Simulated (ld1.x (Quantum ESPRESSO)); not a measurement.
S: one change to an ultrasoft potential, before and after

S (Z = 16), ultrasoft, made with ld1.x (Quantum ESPRESSO) 7.5 (PBE, scalar-relativistic). Core [Ne], reference 3s2 3p4. Waves: 3s (bound): rcut 1.20, rcutus 1.65 bohr; 3s channel at 1.95 Ry: rcut 1.20, rcutus 1.65 bohr; 3p (bound): rcut 0.95, rcutus 1.10 bohr; 3p channel at -0.15 Ry: rcut 0.95, rcutus 1.10 bohr; 3d channel at 0.45 Ry: rcut 1.20, rcutus 1.65 bohr. Local part: all-electron potential smoothed inside 1.20 bohr (lloc = -1). Core correction: a·sin(br)/r model core, default radius (core density twice the valence density). Augmentation charge: PSQ, inside the norm-conserving radii.

All-electron outer shells of the reference configuration (PBE, scalar-relativistic, ld1.x):

```tsv
shell	level (eV)	outermost node (bohr)	outermost maximum (bohr)
2s	-211.71	0.13	0.39
2p	-156.51	–	0.33
3s	-17.26	0.60	1.40
3p	-7.01	0.58	1.61
```

Change: augmentation built from norm-conserving waves at rcut, not smoothed further.

Cutoffs: the cutoffs (Ry, on a coarse ladder) from which the occupation-weighted sum of valence levels, in a spherical-Bessel basis at the reference potential, stays within 10 and 1 mRy of its value at 400 Ry; they do not see the model core or the augmentation charge, which bear on the density cutoff. Errors are all-electron minus pseudo energies relative to the spin-unpolarised reference configuration.

Task: What does the change do?

Result: The potential gets neither clearly harder nor softer (45 Ry and 50 Ry → 45 Ry and 50 Ry); both files keep a bound ghost (p); of the 7 tests that both files solve, the error grows in 4 and shrinks in 1 by more than 15 % and 0.3 meV (median size 0.4 → 1.5 meV).

| quantity | base | changed |
| --- | --- | --- |
| cutoff, loose | 45 Ry | 45 Ry |
| cutoff, tight | 50 Ry | 50 Ry |
| bound ghosts | p | p |
| error for 3s2 3p3, meV [ΔE 11.77 eV] | -0.4 | -0.1 |
| error for 3s2 3p2, meV [ΔE 34.05 eV] | -0.1 | +2.4 |
| error for 3s2 3p1, meV [ΔE 68.09 eV] | +3.5 | +14 |
| error for 3s1 3p5, meV [ΔE 10.31 eV] | +0.8 | +1.5 |
| error for 3s2 3p3.5, meV [ΔE 4.66 eV] | -0.2 | -0.2 |
| error for 3s0 3p6, meV [ΔE 20.74 eV] | +4.1 | +6.6 |
| error for 3s2 3p4.3, meV [ΔE -1.71 eV] | +0.1 | +0.2 |
| s: phases at 1.79 bohr within 0.05 rad from the reference energy up to (Ry; the scan ends near 5) | to the end of the scan | to the end of the scan |
| p: phases at 1.79 bohr within 0.05 rad from the reference energy up to (Ry; the scan ends near 5) | to the end of the scan | to the end of the scan |
| d: phases at 1.79 bohr within 0.05 rad from the reference energy up to (Ry; the scan ends near 5) | to the end of the scan | to the end of the scan |
| lowest overlap eigenvalue by channel | s 0.41, p 0.80, d 1.00 | s 0.39, p 0.88, d 1.00 |

 A true bound ghost makes a file unfit for plane-wave use even where its test errors are small: the radial tests pick states by their node count and pass the ghost by.
